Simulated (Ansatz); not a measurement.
Consider the redistribution: `[CH3][Sn]([OH])([F])[Cl]` + `C[CH2][In]([Cl])[Cl]` → `[CH3][Sn]([OH])([Cl])[Cl]` + `C[CH2][In]([F])[Cl]`.

Isolated molecules relaxed with PBE0-D4/def2-TZVP in Ansatz; ΔE leaves out vibrations. CCSD(T)/CBS is the MP2 limit (def2-TZVPP, def2-QZVPP) plus CCSD(T) − MP2 in def2-TZVPP, frozen cores. DFT in def2-TZVPP. B3LYP here is the variant with VWN-RPA as its local correlation; programs differ in this. HSE06 is defined as in plane-wave codes. Elements past krypton have def2 core potentials. For In, Sn outer-core shells are correlated without core-valence functions, which leaves a few kJ/mol of doubt a bond. Each species was taken in one conformer, which may not be the lowest.

| level | ΔE (kcal/mol) | difference from CCSD(T)/CBS |
| --- | --- | --- |
| LDA (SPW92) | 5.6 | -0.1 |
| PBE-D4 | 5.0 | -0.7 |
| revPBE-D4 | 4.7 | -1.0 |
| BLYP-D4 | 4.8 | -0.9 |
| B97M-V | 6.1 | 0.4 |
| PBE0-D4 | 5.7 | 0.0 |
| B3LYP-D4 | 5.4 | -0.3 |
| r2SCANh-D4 | 5.9 | 0.2 |
| r2SCAN0-D4 | 6.2 | 0.5 |
| HSE06-D4 | 5.7 | 0.0 |
| BHLYP-D4 | 6.2 | 0.5 |
| CAM-B3LYP-D4 | 5.8 | 0.1 |
| ωB97X-V | 5.9 | 0.2 |
| ωB97M-V | 5.9 | 0.2 |
| B2PLYP | 5.8 | 0.1 |
| PBE-QIDH | 6.1 | 0.4 |
| PBE | 5.1 | -0.6 |
| revPBE | 5.0 | -0.7 |
| BLYP | 5.1 | -0.6 |
| B3LYP | 5.7 | 0.0 |
| r2SCANh | 5.9 | 0.2 |
| r2SCAN0 | 6.2 | 0.5 |
| HSE06 | 5.8 | 0.1 |
| BHLYP | 6.4 | 0.7 |
| CAM-B3LYP | 5.9 | 0.2 |
| LC-ωPBE | 5.7 | 0.0 |
| RPA@PBE/def2-TZVPP | 5.9 | 0.2 |
| MP2/def2-SVP | 5.9 | 0.2 |
| CCSD/def2-SVP | 6.1 | 0.4 |
| CCSD(T)/def2-SVP | 6.0 | 0.3 |
| HF/def2-TZVPP | 7.3 | 1.6 |
| MP2/def2-TZVPP | 6.0 | 0.3 |
| SCS-MP2/def2-TZVPP | 6.0 | 0.3 |
| CCSD/def2-TZVPP | 6.4 | 0.7 |
| CCSD(T)/def2-TZVPP | 6.2 | 0.5 |
| HF/def2-QZVPP | 7.3 | 1.6 |
| MP2/def2-QZVPP | 5.7 | 0.0 |
| HF/CBS(def2) | 7.3 | 1.6 |
| MP2/CBS(def2) | 5.5 | -0.2 |
| CCSD/CBS(def2) | 5.9 | 0.2 |
| CCSD(T)/CBS | 5.7 | 0 |

Largest T1 diagnostic among the species: 0.013.

In def2-TZVPP, CCSD(T) changes the Hartree–Fock value by −1.1 kcal/mol (the triples alone add −0.2 kcal/mol) and MP2 by −1.3 kcal/mol. Leaving LDA and LC-ωPBE aside and taking each functional with its dispersion term where it has one, the values spread over 1.5 kcal/mol, from revPBE-D4 to BHLYP-D4. From BLYP to BHLYP (50 % exact exchange), in def2-TZVPP and without D4, ΔE moves by +1.4 kcal/mol.
